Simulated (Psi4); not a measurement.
Intermolecular potential of HBr ··· BCl3 (SMILES Br and ClB(Cl)Cl). Monomers: optimised at B3LYP-D3(BJ) (def2-TZVP), held rigid. Orientation: a random orientation, not optimised. R is the distance of the centres of mass, along which the second monomer moves.

Geometry at R = 5.48 Å (first 2 atoms: monomer A):
```
6

Br     0.7124     0.0000     0.0000
H     -0.7124     0.0000     0.0000
Cl     1.7658    -3.6574    -0.9688
B      1.2820    -5.3192    -1.1927
Cl     2.2160    -6.6042    -0.4702
Cl    -0.1353    -5.6960    -2.1388
```

PBE/def2-TZVP, counterpoise-corrected (Psi4); PBE-D3(BJ)/def2-TZVP, counterpoise-corrected (Psi4); PBE0-D3(BJ)/def2-TZVP, counterpoise-corrected (Psi4); SAPT0/jun-cc-pVDZ, frozen core (Psi4).

Interaction energies in kcal/mol; the last columns give the difference from SAPT0:

| R / Å | PBE/def2-TZVP | PBE-D3(BJ)/def2-TZVP | PBE0-D3(BJ)/def2-TZVP | SAPT0/jun-cc-pVDZ | PBE/def2-TZVP − SAPT0/jun-cc-pVDZ | PBE-D3(BJ)/def2-TZVP − SAPT0/jun-cc-pVDZ | PBE0-D3(BJ)/def2-TZVP − SAPT0/jun-cc-pVDZ |
|---|---|---|---|---|---|---|---|
| 4.86 | 1.73 | 0.88 | 0.96 | 2.00 | -0.28 | -1.12 | -1.05 |
| 5.07 | 0.63 | -0.11 | -0.05 | 0.73 | -0.10 | -0.83 | -0.78 |
| 5.24 | 0.18 | -0.47 | -0.42 | 0.22 | -0.04 | -0.69 | -0.64 |
| 5.48 | -0.10 | -0.63 | -0.60 | -0.09 | -0.01 | -0.54 | -0.51 |
| 5.64 | -0.17 | -0.63 | -0.60 | -0.17 | 0.00 | -0.46 | -0.43 |
| 5.87 | -0.19 | -0.55 | -0.53 | -0.19 | 0.01 | -0.36 | -0.34 |
| 6.18 | -0.15 | -0.42 | -0.41 | -0.18 | 0.02 | -0.25 | -0.24 |
| 6.46 | -0.11 | -0.31 | -0.31 | -0.14 | 0.03 | -0.17 | -0.17 |
| 6.95 | -0.06 | -0.18 | -0.18 | -0.09 | 0.04 | -0.09 | -0.09 |
| 7.64 | -0.02 | -0.08 | -0.09 | -0.05 | 0.03 | -0.03 | -0.04 |
| 8.70 | -0.01 | -0.03 | -0.03 | -0.02 | 0.01 | -0.01 | -0.01 |
| 9.97 | 0.00 | -0.01 | -0.01 | -0.01 | 0.00 | -0.01 | -0.01 |

PBE/def2-TZVP is furthest from SAPT0/jun-cc-pVDZ at 4.86 (-0.28 kcal/mol, below); its mean absolute difference over the points is 0.05 kcal/mol.

PBE-D3(BJ)/def2-TZVP is furthest from SAPT0/jun-cc-pVDZ at 4.86 (-1.12 kcal/mol, below); its mean absolute difference over the points is 0.38 kcal/mol.

PBE0-D3(BJ)/def2-TZVP is furthest from SAPT0/jun-cc-pVDZ at 4.86 (-1.05 kcal/mol, below); its mean absolute difference over the points is 0.36 kcal/mol.
